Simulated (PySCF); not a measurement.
C3H7NSi, SMILES CC1=NC[SiH2]1.

Coordinates come from a B3LYP-D3(BJ)/def2-SVP optimisation. This is a generated structure with no PubChem entry under its InChIKey; it may be hypothetical.

Level of theory: PBE/def2-TZVP run with PySCF.

The molecule is in vacuum.

**Question.** Estimate the frontier levels, gap, dipole moment and polarisability. (Estimate from the structure and the level; the computed values follow.)

**Answer.** 
```json
{
 "highest_occupied_level": "-5.41 eV",
 "lowest_empty_level": "-1.60 eV",
 "orbital_gap": "3.81 eV",
 "dipole_moment": "1.41 D",
 "quadrupole, principal values (traceless, Buckingham form, about the centre of nuclear charge)": "-6.65, 0.24, 6.41 D·Å",
 "mean_static_polarisability": "71.0 bohr³ (10.52 Å³)",
 "polarisability_principal_values": "55.6, 76.8, 80.6 bohr³"
}
```
